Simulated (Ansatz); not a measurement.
C3H5Cl2In, SMILES `C=C[CH2][In]([Cl])[Cl]`, 11 atoms. The species carries charge 0 and has multiplicity 1. Correlated methods include outer-core shells of In, which these sets cover unevenly. In takes the def2 core potential. All runs use 4 threads of an Intel Xeon Platinum 8259CL on a shared host. Correlated methods freeze the cores.

How many basis functions does each run have, and how long does it take in Ansatz? direct RPA on PBE orbitals/def2-TZVPP energy; RKS PBE0-D4/def2-SVP energy; RKS PBE0-D4/def2-TZVPP energy; RHF-MP2/def2-TZVPP energy; RKS PBE0-D4/def2-QZVPP energy; RKS LC-ωPBE/def2-TZVPP energy; RHF-MP2/def2-QZVPP energy; RKS ωB97M-V/def2-SVP energy; RKS PBE0-D4/def2-TZVP relaxation (68 steps); RHF-CCSD(T)/def2-SVP energy; RKS r2SCAN0-D4/def2-TZVPP energy; RKS PBE-D4/def2-TZVPP energy and forces. (An estimate is asked.)

The calculation gave: Other jobs shared the machine, so times are rough.

```csv
level,job,functions,wall time,peak host memory (GiB)
RKS PBE0-D4/def2-SVP,energy,129,2.2 s,0.59
RKS LC-ωPBE/def2-TZVPP,energy,297,4.4 s,0.74
RKS PBE-D4/def2-TZVPP,energy and forces,297,6 s,0.51
RKS ωB97M-V/def2-SVP,energy,129,7 s,0.59
RKS PBE0-D4/def2-TZVPP,energy,297,8 s,1.1
RKS r2SCAN0-D4/def2-TZVPP,energy,297,8.5 s,1.2
RHF-MP2/def2-TZVPP,energy,297,8.5 s,0.95
direct RPA on PBE orbitals/def2-TZVPP,energy,297,9 s,0.92
RHF-CCSD(T)/def2-SVP,energy,129,14 s,0.88
RKS PBE0-D4/def2-QZVPP,energy,543,17 s,2.8
RHF-MP2/def2-QZVPP,energy,543,38 s,4.1
RKS PBE0-D4/def2-TZVP,relaxation (68 steps),247,7.6 min,1
```

LC-ωPBE has ω = 0.4 bohr⁻¹.
